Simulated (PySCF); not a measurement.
# Radial density of Cu+ (copper, charge +1)

M06-2X, [Ar] 3d9 4p1, one real determinant (an excited configuration). Computed with PySCF 2.14 in aug-cc-pVQZ-PP with ECP10MDF (7s7p6d4f3g2h, 135 functions), with scalar relativity through the core potential. This is the valence pseudo-density: the core potential removes the inner electrons and smooths the orbitals near the nucleus.

```
r (bohr)  4πr²ρ (e/bohr)  4πr²(ρα − ρβ)
 0.00612       1.662e-05         0.0000
  0.0103       4.170e-05         0.0000
  0.0173       0.0001090         0.0000
  0.0291       0.0004175         0.0000
  0.0490        0.003612         0.0004
  0.0824         0.04312         0.0049
   0.139          0.4369         0.0507
   0.233           3.025         0.3091
   0.392           13.63         0.9511
   0.659           22.10         1.1735
    1.11           8.643         0.5430
    1.87           1.480         0.3374
    3.14          0.4006         0.3351
    5.28         0.06375         0.0634
    8.88       0.0008370         0.0008
```

⟨L²⟩ = 8.01 against 12 for a pure F term, so this real determinant mixes terms. Energies and moments cover only the electrons outside the core potential.
